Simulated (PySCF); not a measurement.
Computed shifts of a molecule C4H10N2, PySCF with PBE/pcSseg-1, GIAO, gas phase, equivalent atoms averaged, in ppm (number of nuclei): ¹³C: 151.2 (1), 118.9 (1), 65.0 (1), 56.1 (1). ¹⁵N: 59.0 (1), 21.3 (1). ¹H: 6.34 (1), 5.49 (1), 5.41 (1), 3.35 (1), 3.18 (1), 2.90 (1), 1.08 (1), 0.78 (1), 0.72 (1), 0.17 (1). References: ¹³C against TMS (σ = 182.0 ppm); ¹⁵N against NH3 (σ = 267.0 ppm); ¹H against TMS (σ = 31.49 ppm), references at their B3LYP-D3(BJ)/def2-TZVP geometries, non-relativistic. Geometry optimised at B3LYP-D3(BJ)/def2-SVP. Other conformers were not sampled.

Problem. Pick the molecule that these values belong to.
A) CC1(N)CNC1
B) CNC1CNC1
C) C=C[C@@H](N)CN
D) C/N=C\CCN

Solution. C, C=C[C@@H](N)CN
